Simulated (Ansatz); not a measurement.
```yaml
atoms:
  - { symbol: C, position_ang: [0.0000, 0.0000, -1.1034] }
  - { symbol: S, position_ang: [0.0000, 0.0000, 0.6315] }
  - { symbol: H, position_ang: [0.0000, -1.0041, -1.7418] }
  - { symbol: H, position_ang: [0.0000, 1.0041, -1.7418] }
```

Basis set: def2-TZVP (spherical functions). Correlated methods keep 6 orbitals frozen. Charge 0, multiplicity 1.

Computed with Ansatz (development build ahead of 0.2.0); each method stands on the lowest determinant of its kind that the runs found. Restricted open shells among the atoms or ions are ROHF, correlated in semicanonical orbitals with singles.

The atomization energy at this shape (free ground-state atoms in the same class of orbitals less the molecule, no zero-point energy) of singlet CH₂S:

```json
{"method": "RHF-MP2", "atomization energy": "13.09 eV"}
```

**Question.** What does RHF give?

**Answer.** 9.21 eV. Caution: in another basis set an unrestricted determinant lies well below; the shape is not the minimum.
